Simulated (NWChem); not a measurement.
System: Si2H3O2Cl; SMILES [SiH]1(O[SiH2]O1)Cl

Parts of the log:

```
             Northwest Computational Chemistry Package (NWChem) 7.3.0
             --------------------------------------------------------

 CS  symmetry detected

                             Geometry "geometry" -> ""
                             -------------------------

 Output coordinates in angstroms (scale by  1.889725989 to convert to a.u.)

  No.       Tag          Charge          X              Y              Z
 ---- ---------------- ---------- -------------- -------------- --------------
    1 Cl                  17.0000    -0.37222700     2.05879136     0.00000000
    2 Si                  14.0000     0.64901943     0.38262742     0.00000000
    3 O                    8.0000     0.12275022    -0.68999733    -1.15762906
    4 Si                  14.0000    -0.38956663    -1.78419602     0.00000000
    5 O                    8.0000     0.12275022    -0.68999733     1.15762906
    6 H                    1.0000     2.08453387     0.47822698     0.00000000
    7 H                    1.0000     0.47595269    -2.93696309     0.00000000
    8 H                    1.0000    -1.82897009    -1.87879933     0.00000000

 Effective nuclear repulsion energy (a.u.)     383.8949088712

      Symmetry information
      --------------------

 Group name             Cs
 Group number              2
 Group order               2
 No. of unique centers     7

                                Z-matrix (autoz)
                                --------

 Units are Angstrom for bonds and degrees for angles

      Type          Name      I     J     K     L     M      Value
      ----------- --------  ----- ----- ----- ----- ----- ----------
    1 Stretch                  1     2                       1.96277
    2 Stretch                  2     3                       1.66361
    3 Stretch                  2     4                       2.40287
    4 Stretch                  2     5                       1.66361
    5 Stretch                  2     6                       1.43869
    6 Stretch                  3     4                       1.67327
    7 Stretch                  4     5                       1.67327
    8 Stretch                  4     7                       1.44153
    9 Stretch                  4     8                       1.44251
   10 Bend                     1     2     3               112.70672
   11 Bend                     1     2     4               123.03806
   12 Bend                     1     2     5               112.70672
   13 Bend                     1     2     6               117.54290
   14 Bend                     2     3     4                92.12414
   15 Bend                     2     4     3                43.77799
   16 Bend                     2     4     5                43.77799
   17 Bend                     2     4     7               117.49109
   18 Bend                     2     4     8               119.36929
   19 Bend                     2     5     4                92.12414
   20 Bend                     3     2     4                44.09787
   21 Bend                     3     2     5                88.19076
   22 Bend                     3     2     6               111.00728
   23 Bend                     3     4     5                87.55107
   24 Bend                     3     4     7               109.82216
   25 Bend                     3     4     8               110.38969
   26 Bend                     4     2     5                44.09787
   27 Bend                     4     2     6               119.41904
   28 Bend                     5     2     6               111.00728
   29 Bend                     5     4     7               109.82216
   30 Bend                     5     4     8               110.38969
   31 Bend                     7     4     8               123.13962
   32 Torsion                  1     2     3     4        -114.67341
   33 Torsion                  1     2     4     3          89.45789
   34 Torsion                  1     2     4     5         -89.45789
   35 Torsion                  1     2     4     7         180.00000
   36 Torsion                  1     2     4     8           0.00000
   37 Torsion                  1     2     5     4         114.67341
   38 Torsion                  2     3     4     5           0.75079
   39 Torsion                  2     3     4     7        -109.45374
   40 Torsion                  2     3     4     8         111.61382
   41 Torsion                  2     5     4     3          -0.75079
   42 Torsion                  2     5     4     7         109.45374
   43 Torsion                  2     5     4     8        -111.61382
   44 Torsion                  3     2     4     5        -178.91579
   45 Torsion                  3     2     4     7          90.54211
   46 Torsion                  3     2     4     8         -89.45789
   47 Torsion                  3     2     5     4           0.75484
   48 Torsion                  3     4     2     5         178.91579
   49 Torsion                  3     4     2     6         -90.54211
   50 Torsion                  4     3     2     5          -0.75484
   51 Torsion                  4     3     2     6         111.08858
   52 Torsion                  4     5     2     6        -111.08858
   53 Torsion                  5     2     4     7         -90.54211
   54 Torsion                  5     2     4     8          89.45789
   55 Torsion                  5     4     2     6          90.54211
   56 Torsion                  6     2     4     7           0.00000
   57 Torsion                  6     2     4     8         180.00000

                           NWChem Geometry Optimization
                           ----------------------------

 maximum gradient threshold         (gmax) =   0.000450
 rms gradient threshold             (grms) =   0.000300
 maximum cartesian step threshold   (xmax) =   0.001800
 rms cartesian step threshold       (xrms) =   0.001200
 fixed trust radius                (trust) =   0.300000
 source of zmatrix                         =   autoz

          -------------------
          Energy Minimization
          -------------------

 Using diagonal initial Hessian
 Scaling for Hessian diagonals: bonds = 1.00  angles = 0.25  torsions = 0.10

          --------
          Step   0

[...]

      ----------------------
      Optimization converged
      ----------------------

  Step       Energy      Delta E   Gmax     Grms     Xrms     Xmax
  ---- ---------------- -------- -------- -------- -------- --------
@   11   -1190.62155848 -3.4D-08  0.00001  0.00000  0.00010  0.00023
                                     ok       ok       ok       ok

                                Z-matrix (autoz)
                                --------

 Units are Angstrom for bonds and degrees for angles

[...]

 Rotational Constants
 --------------------
 A=   0.223124 cm-1  (  0.321019 K)
 B=   0.053976 cm-1  (  0.077657 K)
 C=   0.051418 cm-1  (  0.073977 K)

 Temperature                      =   298.15K
 frequency scaling parameter      =   1.0000

 Zero-Point correction to Energy  =   23.957 kcal/mol  (  0.038178 au)
 Thermal correction to Energy     =   27.522 kcal/mol  (  0.043859 au)
 Thermal correction to Enthalpy   =   28.114 kcal/mol  (  0.044803 au)

 Total Entropy                    =   77.503 cal/mol-K
   - Translational                =   40.387 cal/mol-K (mol. weight = 125.9360)
   - Rotational                   =   27.345 cal/mol-K (symmetry #  =        1)
   - Vibrational                  =    9.771 cal/mol-K

 Cv (constant volume heat capacity) =   20.182 cal/mol-K
   - Translational                  =    2.979 cal/mol-K
   - Rotational                     =    2.979 cal/mol-K
   - Vibrational                    =   14.223 cal/mol-K

[normal modes left out]

 ----------------------------------------------------------------------------
 Normal Eigenvalue ||           Projected Infra Red Intensities
  Mode   [cm**-1]  || [atomic units] [(debye/angs)**2] [(KM/mol)] [arbitrary]
 ------ ---------- || -------------- ----------------- ---------- -----------
    1       -0.000 ||    0.000083           0.002         0.081       0.011
    2       -0.000 ||    0.000100           0.002         0.097       0.013
    3       -0.000 ||    0.000120           0.003         0.117       0.016
    4       -0.000 ||    0.000039           0.001         0.038       0.005
    5        0.000 ||    0.000141           0.003         0.137       0.019
    6        0.000 ||    0.000004           0.000         0.004       0.001
    7      126.024 ||    0.000349           0.008         0.340       0.047
    8      197.588 ||    0.000698           0.016         0.680       0.094
    9      319.321 ||    0.010065           0.232         9.812       1.354
   10      524.197 ||    0.041356           0.954        40.316       5.565
   11      594.890 ||    0.000004           0.000         0.004       0.001
   12      622.391 ||    0.030693           0.708        29.921       4.130
   13      646.906 ||    0.000309           0.007         0.301       0.042
   14      705.871 ||    0.108157           2.495       105.437      14.555
   15      720.931 ||    0.000004           0.000         0.004       0.001
   16      815.086 ||    0.015160           0.350        14.779       2.040
   17      847.328 ||    0.438552          10.118       427.522      59.015
   18      854.512 ||    0.097821           2.257        95.360      13.164
   19      898.866 ||    0.265386           6.123       258.711      35.713
   20      970.450 ||    0.339196           7.826       330.665      45.645
   21     1010.103 ||    0.102877           2.373       100.289      13.844
   22     2284.982 ||    0.110738           2.555       107.953      14.902
   23     2292.759 ||    0.132697           3.061       129.359      17.857
   24     2334.073 ||    0.088927           2.052        86.690      11.967
 ----------------------------------------------------------------------------
```

Level: PBE0/def2-SVP. 

Problem. Which NWChem input produces such a log?

Solution. This is not unique; one that fits is the input that was run:
```
start job
memory heap 200 mb stack 900 mb global 1100 mb
geometry units angstroms
  Cl     1.878221    -0.326727     0.710921
  Si     0.337013     0.653217    -0.008007
  O     -0.328618    -0.085774    -1.341577
  Si    -1.757927    -0.401181    -0.530746
  O     -1.072494     0.324402     0.812216
  H      0.489872     2.067290    -0.224508
  H     -2.810783     0.433333    -1.053313
  H     -1.910013    -1.819066    -0.313251
end
basis spherical
  * library def2-svp
end
dft
  xc pbe0
  iterations 150
end
driver
  maxiter 120
end
task dft optimize
task dft freq
```
